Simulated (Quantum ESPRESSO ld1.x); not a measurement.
The numbers below are computed, except where a source is named.
The aim is neutral nitrogen in [He] 2s2 2p3. This ld1.x (Quantum ESPRESSO 7.5) run was made with `OMP_NUM_THREADS=1 ld1.x < ld1.in > ld1.out`. Can the result be used? Name any fault.

```
 &input
    zed=7.0,
    iswitch=1,
    rel=1,
    lsd=1,
    dft='PW',
    config='[He] 2s2 2p3 5g1',
    verbosity='high',
    prefix='ld1',
    max_out_wfc=37,
    file_charge='ld1.rho',
 /
```

Output (excerpt):

```
     Program LD1 v.7.5 starts

 %%%%%%%%%%%%%%%%%%%%%%%%%%%%%%%%%%%%%%%%%%%%%%%%%%%%%%%%%%%%%%%%%%%%%%%%%%%%%%
     Error in routine el_config (4):
     l not found:G
 %%%%%%%%%%%%%%%%%%%%%%%%%%%%%%%%%%%%%%%%%%%%%%%%%%%%%%%%%%%%%%%%%%%%%%%%%%%%%%

     stopping ...
```

Answer. No (refused). The line at issue: config='[He] 2s2 2p3 5g1'. The program stops in el_config with "l not found:G": the config string knows s, p, d and f alone. The sound input gives -54.1658 hartree.
